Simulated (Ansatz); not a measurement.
Basis-set extrapolation for CH4BClO, SMILES `OBCCl` (PBE0-D4/def2-TZVP geometry, frozen core, Ansatz). Multiplicity 1, RHF reference.

|  | def2-TZVPP | def2-QZVPP |
| --- | --- | --- |
| HF | -599.369837 | -599.389358 |
| MP2 correlation | -0.703068 | -0.760124 |
| CCSD(T) correlation | -0.769432 | not run |

Energies in hartree. Use E(X) = E(∞) + A·exp(−7.88·√X) for Hartree–Fock and E(X) = E(∞) + B·X^(−2.97) for correlation, with X = 3 and 4, and add CCSD(T) minus MP2 of the smaller set to the MP2 limit.

**Question.** What is the CCSD(T) energy at the basis-set limit?

**Answer.** HF limit: -599.389358 + (-0.019521) × 0.13774 = -599.39205. MP2 limit: -0.760124 + (-0.057056) × 0.74074 = -0.80239. Higher-order term: -0.769432 − (-0.703068) = -0.06636. Total: -600.26080 hartree, 3.31 eV below CCSD(T)/def2-TZVPP.
